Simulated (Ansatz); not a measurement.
Species: sum formula AlHBr2, net charge 0, singlet state. SMILES: [Br][AlH][Br]
Structure (B3LYP-D3(BJ)/def2-TZVP (Ansatz, an electronic-structure program) minimum search):
```xyz
4

Br     1.8719    -0.2022    -0.4928
Al     0.0186     0.9356     0.0878
Br    -1.8802    -0.2164     0.4535
H      0.0494     2.4876     0.2333
```

Property: atomisation energy (electronic, to ground-state atoms), in kcal/mol. Valence correlation only, unless marked. Open shells are spin-unrestricted. No spin-orbit coupling. The frozen core is the preceding noble-gas configuration, with the filled d and f shells of earlier blocks. Non-relativistic. The coupled-cluster limit lacks core correlation, which all-electron functionals hold. Basis-set limits of correlation are two-point, X^-3; Hartree-Fock from the larger set.

```
level                                        program  atomisation energy (kcal/mol)
------------------------------------  --------------  -----------------------------
BLYP/def2-TZVPD                               Ansatz                          238.3
r2SCAN-D3(BJ)/def2-TZVPD              Ansatz + dftd3                     (withheld)
B3LYP-D3(BJ)/def2-TZVPD               Ansatz + dftd3                          247.4
B3LYP/def2-TZVPD                              Ansatz                          242.8
BHLYP/def2-TZVPD                              Ansatz                          241.3
B2PLYP/def2-TZVPD                             Ansatz                          245.6
CCSD/def2-QZVPP                               Ansatz                     (withheld)
CCSD(T)/CBS(def2-TZVPPD,def2-QZVPPD)          Ansatz                     (withheld)
```

Problem. Fill in the missing entries.

Solution. 
- r2SCAN-D3(BJ)/def2-TZVPD, atomisation energy (kcal/mol): 257.1
- CCSD/def2-QZVPP, atomisation energy (kcal/mol): 246.0
- CCSD(T)/CBS(def2-TZVPPD,def2-QZVPPD), atomisation energy (kcal/mol): 254.5
